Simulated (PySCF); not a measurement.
Computed with PBE-D3(BJ)/def2-TZVP // PBE0-D3(BJ)/def2-SVP (PySCF). All species are isolated molecules in the gas phase. One relaxed conformer stands for a flexible species; it need not be the lowest. Excitations are Tamm–Dancoff values on a coarser integration grid. The basis has no diffuse functions, so Rydberg states are missing or too high.

Reference species (SMILES): `[SH][Sn]([O]C)([SH])[SH]` (neutral, multiplicity 1).

| Quantity | Value |
|---|---|
| HOMO | -6.38 eV |
| HOMO–LUMO gap | 3.47 eV |
| T1 excitation (TDA) | 3.34 eV |
| LUMO | -2.91 eV |

Changed species: `[SH][Sn]([SH])([SH])[SH]` (4 of 4 OCH3 replaced by SH; the reference has 3 of 4 OCH3 replaced by SH).

### Question
Predict the effect on the HOMO, HOMO–LUMO gap, T1 excitation (TDA) and LUMO.

### Answer
the HOMO decreases by 0.09 eV, to -6.47 eV; the HOMO–LUMO gap falls by 0.03 eV, to 3.44 eV; the T1 excitation (TDA) falls by 0.06 eV, to 3.28 eV; the LUMO falls by 0.12 eV, to -3.03 eV.
